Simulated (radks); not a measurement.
Isoelectronic series with 1 electrons, all held in the configuration 1s1, which need not be the ground one along the series. Calculated with a radial shooting solver on a logarithmic mesh with Libxc functionals: scalar-relativistic Kohn-Sham, SCAN, spin-polarised, spherical densities, finite nucleus; open shells are filled with parallel spins first (spin-orbit coupling, left out, can overturn this in heavy ions); meta-GGA in the generalised Kohn-Sham scheme; Fermi nuclear charge, rms radius of each element as measured or else 0.836 A^(1/3) + 0.57 fm. Total energies (hartree) and mean radii <r> (bohr):

ion,E (hartree),1s up
Se33+,-587.20365,0.04321
Rb36+,-697.48062,0.03955
Tc42+,-948.48899,0.03372
Pd45+,-1089.65077,0.03135
In48+,-1241.58004,0.02927
Te51+,-1404.55549,0.02741
Cs54+,-1578.8923,0.02575
Ce57+,-1764.9342,0.02425
Gd63+,-2173.6960,0.02163
Yb69+,-2634.4764,0.01943

Estimate the row of Pm60+.

Answer. E (hartree) -1963.0644; 1s up 0.02288.
